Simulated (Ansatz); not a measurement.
Molecule: sum formula AlH$_{2}$F (charge 0, singlet). 
Coordinates optimised at B3LYP-D3(BJ)/def2-TZVP (Ansatz, a first-principles code):
```xyz
4

F      1.0774    -0.1894    -0.0104
Al    -0.5530     0.0972     0.0053
H     -1.4963    -1.1576     0.0018
H     -1.0116     1.5985     0.0224
```
Charge 0, spin multiplicity 1.

Basis-set convergence of Hartree-Fock and CCSD(T) correlation energies (hartree) with Ansatz. Correlated levels leave the core frozen unless marked. Spin-orbit coupling is left out. No relativistic terms.

```csv
basis,functions,E(HF),"E(corr, CCSD(T))"
aug-cc-pV(D+d)Z,73,-342.60139,-0.30399
aug-cc-pV(T+d)Z,147,-342.63701,-0.37206
aug-cc-pV(Q+d)Z,261,-342.64777,-0.39568
```

Extrapolating the two largest sets (X = 3 and 4) as X^-3: E(corr) = (64·(-0.39568) - 27·(-0.37206))/37 = -0.4129 Eh, an estimate of the basis-set limit. The largest set recovers 95.8 % of it, the smallest 73.6 %.
